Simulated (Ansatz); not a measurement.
Pulling on the Se1–H2 bond in hydrogen selenide (SMILES [SeH2]) (multiplicity 1 held, fragments rigid). Energies count from the point at 1.470 Å.
Geometry at that point (charge 0, multiplicity 1):
```xyz
3

Se     0.000     0.057     0.002
H     -1.053    -0.969    -0.038
H      1.050    -0.971    -0.046
```

Unrestricted levels (U-) break spin symmetry where that is lower. Full CI gives the lowest state of the spin. Levels need not reach the same state.

Frozen-core correlation. Filled d and f shells under p-block atoms count as core.

Run with Ansatz (Gaussian basis) for Hartree–Fock, density functionals and correlated methods. Each number belongs to the level named beside it.

Q: Predict the energy at R = 4.705 Å from U-MP2/6-31G.

A: 63.2 kcal/mol

Doubts at one or more of the structures used: a spin-contaminated determinant (U-MP2/6-31G).

Ansatz is a first-principles code.
